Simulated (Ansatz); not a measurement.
## C2F6 (hexafluoroethane): the energy, rung by rung

The species is C2F6 (8 atoms), meant as a singlet with charge 0. As SMILES, `FC(F)(F)C(F)(F)F`. The shape was relaxed beforehand at PBE0/def2-SVP.

Each level gives the adiabatic electron affinity (to the doublet anion, shapes relaxed at PBE0/def2-SVP, no zero-point term) (eV). The values are calculated.

The electron affinity is E(neutral) − E(anion): positive where the electron is bound.

| level | kind | program | value (eV) | CPU time (all runs) |
| --- | --- | --- | --- | --- |
| HF/def2-SVP | Hartree–Fock | Ansatz | -2.56 | 3.7 s |
| BLYP/def2-SVP | GGA | Ansatz | -1.81 | 7.3 s |
| PBE/def2-SVP | GGA | Ansatz | -1.88 | 7.1 s |
| r2SCAN/def2-SVP | meta-GGA | Ansatz | -1.79 | 17 s |
| B3LYP/def2-SVP | global hybrid | Ansatz | -1.79 | 10 s |
| PBE0-D4/def2-SVP | global hybrid | Ansatz | -1.98 | 10 s |
| wB97M-V/def2-SVP | range-separated hybrid | Ansatz | -2.15 | 42 s |
| MP2/def2-SVP | perturbation theory | Ansatz | -2.51 | 5.4 s |

The values span -2.56 to -1.79 eV. Negative values mean that the anion is unbound at that level; they are set by how diffuse the basis is and aren't properties of the molecule, whose anion may well be bound. In so small a basis fixed costs decide the times, and correlated methods can beat functionals. Times are those of the runs behind each value, whatever else they computed, on shared processors of several kinds: orders of magnitude only.
